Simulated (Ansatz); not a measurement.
Diatomic CoCl, multiplicity 5 (not the ground state: that is measured with 2S+1 = 3). No spin–orbit coupling. Co is treated without relativity.

The constants come from a fifth-degree fit in 1/R (seven points, main isotopes). In def2 and cc sets the state is the lowest found near the PBE0 minimum, followed along R.

Programs: Ansatz (a first-principles code). 

| level | r_e (Å) | ω_e (cm⁻¹) | ω_e x_e (cm⁻¹) | dipole (D) |
|---|---|---|---|---|
| PBE/def2-TZVPP | 2.160 | ___ | 1.7 | 1.50 |
| PBE0/def2-TZVPP | 2.169 | 395 | 1.5 | 2.50 |
| wB97X-V/def2-TZVPP | ___ | ___ | 1.4 | 2.48 |

Q: Complete the blanks.

A: 
- wB97X-V/def2-TZVPP, r_e (Å): 2.165
- wB97X-V/def2-TZVPP, ω_e (cm⁻¹): 402
- PBE/def2-TZVPP, ω_e (cm⁻¹): 377
